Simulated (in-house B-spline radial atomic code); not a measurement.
Configurations of the palladium ion Pd⁺, with energies counted from [Kr] 4d9. Method: Dirac-Hartree-Fock, average of configuration, Fermi nucleus of rms radius 4.5318 fm. Calculated with an all-electron radial atomic-structure program (B-spline basis). Energies include first-order Breit, QED and recoil terms.

Occupations are held fixed; configurations that lie above the ionisation limit could autoionise.

| configuration | E - E(ref) (eV) | highest orbital | its <r> (bohr) |
| --- | --- | --- | --- |
| [Kr] 4d8 5p1 | 8.6102 | 5p3/2 | 3.782 |
| [Kr] 4d8 5f1 | 16.456 | 5f5/2 | 15.57 |
| [Kr] 4d8 6f1 | 17.126 | 6f5/2 | 23.77 |
| [Ar] 3d10 4s2 4p5 4d10 | 54.424 | 4d5/2 | 1.43 |
| [Ar] 3d10 4s2 4p5 4d9 5s1 | 58.641 | 5s1/2 | 2.891 |
| [Ar] 3d10 4s2 4p5 4d9 7s1 | 70.171 | 7s1/2 | 12.01 |
| [Ar] 3d10 4s2 4p5 4d9 6g1 | 72.081 | 6g7/2 | 22 |
| [Ar] 3d10 4s2 4p5 4d9 8g1 | 72.743 | 8g7/2 | 42.99 |

Task: Order these further configurations by energy, lowest first.
A. [Ar] 3d10 4s2 4p5 4d9 5f1
B. [Kr] 4d8 6s1
C. [Ar] 3d10 4s2 4p5 4d9 8f1
D. [Ar] 3d10 4s2 4p5 4d9 6f1
E. [Kr] 4d8 6p1

Result: B (12.522 eV), E (13.876 eV), A (71.401 eV), D (72.071 eV), C (72.738 eV).

Task: How far above the reference does [Ar] 3d9 4s2 4p6 4d10 lie?

Result: 335.62 eV; its least bound orbital is 4d5/2 with <r> = 1.378 bohr.

Task: How far above the reference does [Ar] 3d10 4s2 4p5 4d9 7g1 lie?

Result: 72.483 eV; its least bound orbital is 7g7/2 with <r> = 31.74 bohr.

Task: How far above the reference does [Ar] 3d10 4s2 4p5 4d9 7f1 lie?

Result: 72.475 eV; its least bound orbital is 7f5/2 with <r> = 33.45 bohr.
